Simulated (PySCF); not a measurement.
FRb, triplet, at the geometry of the source list (a higher spin typed on purpose: for a closed-shell molecule this is an excited state) (core potentials on Rb); DF-SVWN5/def2-SVPD (PySCF).

Here is a job for PySCF.
```python
from pyscf import gto, scf, dft

mol = gto.Mole()
mol.atom = '''
    Rb   -0.587300   -0.484300   -0.793300
    F     0.587300    0.484300    0.793300
'''
mol.basis = 'def2-svpd'
mol.ecp = {'Rb': 'def2-svpd'}
mol.charge = 0
mol.spin = 2
mol.verbose = 4
mol.build()

mf = dft.UKS(mol)
mf.xc = 'lda,vwn'
mf = mf.density_fit(auxbasis='def2-universal-jkfit')
mf.kernel()
mf.analyze()
```

What the program printed (banner, timings and long lists left out):

```
PySCF version 2.14.0

[INPUT] verbose = 4
[INPUT] num. atoms = 2
[INPUT] num. electrons = 18
[INPUT] charge = 0
[INPUT] spin (= nelec alpha-beta = 2S) = 2
[INPUT] symmetry False subgroup None
[INPUT] Mole.unit = angstrom
[INPUT] Symbol           X                Y                Z      unit          X                Y                Z       unit  Magmom
[INPUT]  1 Rb    -0.587300000000  -0.484300000000  -0.793300000000 AA   -1.109836152957  -0.915194362127  -1.499119734617 Bohr   0.0
[INPUT]  2 F      0.587300000000   0.484300000000   0.793300000000 AA    1.109836152957   0.915194362127   1.499119734617 Bohr   0.0

nuclear repulsion = 19.4930702210876
number of shells = 20
number of NR pGTOs = 71
number of NR cGTOs = 50
basis = def2-svpd
ecp = {'Rb': 'def2-svpd'}

******** <class 'pyscf.df.df_jk.DFUKS'> ********
method = DFUKS
initial guess = minao
damping factor = 0
level_shift factor = 0
DIIS = <class 'pyscf.scf.diis.CDIIS'>
diis_start_cycle = 1
diis_space = 8
diis_damp = 0
SCF conv_tol = 1e-09
SCF conv_tol_grad = None
SCF max_cycles = 50
direct_scf = False
number electrons alpha = 10  beta = 8
XC library pyscf.dft.libxc version 7.1.2
    S. Lehtola, C. Steigemann, M. J. T. Oliveira, and M. A. L. Marques,  SoftwareX 7, 1–5 (2018)
XC functionals = lda,vwn
    P. A. M. Dirac,  Math. Proc. Cambridge Philos. Soc. 26, 376 (1930)
    F. Bloch,  Z. Phys. 57, 545 (1929)
    S. H. Vosko, L. Wilk, and M. Nusair,  Can. J. Phys. 58, 1200 (1980)
radial grids:
    Treutler-Ahlrichs [JCP 102, 346 (1995); DOI:10.1063/1.469408] (M4) radial grids

becke partition: Becke, JCP 88, 2547 (1988); DOI:10.1063/1.454033
pruning grids: <function nwchem_prune>
grids dens level: 3
symmetrized grids: False
atomic radii adjust function: <function treutler_atomic_radii_adjust>
small_rho_cutoff = 0
Set gradient conv threshold to 3.16228e-05
tot grids = 36176
init E= -120.241783652329

cycle= 1 E= -122.928838724739  delta_E= -2.69  |g|= 0.236  |ddm|= 1.78

cycle= 2 E= -122.893284106967  delta_E= 0.0356  |g|= 0.357  |ddm|= 1.22

cycle= 3 E= -122.963595312188  delta_E= -0.0703  |g|= 0.134  |ddm|= 0.54

cycle= 4 E= -122.970351195855  delta_E= -0.00676  |g|= 0.0127  |ddm|= 0.0982

cycle= 5 E= -122.970469229121  delta_E= -0.000118  |g|= 0.00371  |ddm|= 0.0496

cycle= 6 E= -122.970479942631  delta_E= -1.07e-05  |g|= 0.000597  |ddm|= 0.00807

cycle= 7 E= -122.970480154583  delta_E= -2.12e-07  |g|= 0.000157  |ddm|= 0.00131

cycle= 8 E= -122.970480164567  delta_E= -9.98e-09  |g|= 5.24e-05  |ddm|= 0.000228

cycle= 9 E= -122.970480166334  delta_E= -1.77e-09  |g|= 2.96e-06  |ddm|= 0.000104

cycle= 10 E= -122.970480166341  delta_E= -6.65e-12  |g|= 3.45e-07  |ddm|= 1.03e-05

Extra cycle  E= -122.970480166341  delta_E= 2.56e-13  |g|= 1.6e-07  |ddm|= 1.51e-06
converged SCF energy = -122.970480166341  <S^2> = 2.0011854  2S+1 = 3.0007902
**** SCF Summaries ****
Total Energy =                        -122.970480166340778
Nuclear Repulsion Energy =              19.493070221087564
One-electron Energy =                 -216.705003738026306
Two-electron Energy =                   74.241453350597965
Two-electron Coulomb Energy =           87.526256380040195
DFT Exchange-Correlation Energy =      -13.284803029442223
**** MO energy ****
                             alpha | beta                alpha | beta
MO #1   energy= -24.2412065899353  | -24.2123446291977  occ= 1 | 1
MO #2   energy= -1.21631493088401  | -1.20669893303902  occ= 1 | 1
MO #3   energy= -1.13160496939094  | -1.0763306333137   occ= 1 | 1
MO #4   energy= -0.645882980136552 | -0.621328798479419 occ= 1 | 1
MO #5   energy= -0.609888151727601 | -0.603806386457915 occ= 1 | 1
MO #6   energy= -0.609887808338794 | -0.603806256370974 occ= 1 | 1
MO #7   energy= -0.498385840411022 | -0.425103436457774 occ= 1 | 1
MO #8   energy= -0.457945187960095 | -0.425093921413361 occ= 1 | 1
MO #9   energy= -0.457914589116796 | -0.408339479664133 occ= 1 | 0
MO #10  energy= -0.0921128099807547 | -0.071982388342505 occ= 1 | 0
MO #11  energy= -0.0328085810834576 | -0.0202997153867405 occ= 0 | 0
MO #12  energy= -0.0328083258392522 | -0.0202995842769299 occ= 0 | 0
MO #13  energy= -0.0283316856828522 | -0.0173008459112755 occ= 0 | 0
MO #14  energy= 0.00467716613081732 | 0.0113511496127493 occ= 0 | 0
MO #15  energy= 0.00467716764801238 | 0.0113511711664067 occ= 0 | 0
MO #16  energy= 0.00699030315683407 | 0.0115590917702473 occ= 0 | 0
MO #17  energy= 0.00863488670277741 | 0.014530815759498  occ= 0 | 0
MO #18  energy= 0.00863501290376377 | 0.0173257468115266 occ= 0 | 0

spin_pop of  0 Rb 4s        0.00026
spin_pop of  0 Rb 5s        0.95910
spin_pop of  0 Rb 6s        0.01175
spin_pop of  0 Rb 7s        0.00041
spin_pop of  0 Rb 8s        0.00321
spin_pop of  0 Rb 4px       0.04658
spin_pop of  0 Rb 4py       0.02887
spin_pop of  0 Rb 4pz       0.01822
spin_pop of  0 Rb 5px       0.00138
spin_pop of  0 Rb 5py       0.00476
spin_pop of  0 Rb 5pz       0.00359
spin_pop of  0 Rb 6px       0.00175
spin_pop of  0 Rb 6py       0.00192
spin_pop of  0 Rb 6pz       0.00149
spin_pop of  0 Rb 7px       0.00275
spin_pop of  0 Rb 7py       0.00824
spin_pop of  0 Rb 7pz       0.00636
spin_pop of  0 Rb 4dxy      0.00049
spin_pop of  0 Rb 4dyz     -0.00000
spin_pop of  0 Rb 4dz^2     0.00077
spin_pop of  0 Rb 4dxz     -0.00006
spin_pop of  0 Rb 4dx2-y2    0.00045
spin_pop of  0 Rb 5dxy      0.00152
spin_pop of  0 Rb 5dyz      0.00029
spin_pop of  0 Rb 5dz^2     0.00225
spin_pop of  0 Rb 5dxz     -0.00001
spin_pop of  0 Rb 5dx2-y2    0.00077
spin_pop of  1 F 1s       -0.00000
spin_pop of  1 F 2s        0.00994
spin_pop of  1 F 3s        0.00517
spin_pop of  1 F 4s        0.00329
spin_pop of  1 F 2px       0.25138
spin_pop of  1 F 2py       0.17031
spin_pop of  1 F 2pz       0.44625
spin_pop of  1 F 3px       0.00103
spin_pop of  1 F 3py       0.00065
spin_pop of  1 F 3pz       0.00282
spin_pop of  1 F 4px       0.00037
spin_pop of  1 F 4py       0.00026
spin_pop of  1 F 4pz       0.00089
spin_pop of  1 F 3dxy      0.00005
spin_pop of  1 F 3dyz      0.00009
spin_pop of  1 F 3dz^2     0.00003
spin_pop of  1 F 3dxz      0.00013
spin_pop of  1 F 3dx2-y2    0.00001
spin_pop of  1 F 4dxy      0.00003
spin_pop of  1 F 4dyz      0.00002
spin_pop of  1 F 4dz^2     0.00013
spin_pop of  1 F 4dxz      0.00002
spin_pop of  1 F 4dx2-y2    0.00003
In total            10.00000 | 8.00000
Dipole moment(X, Y, Z, Debye):  0.47798,  0.39383,  0.64545
```
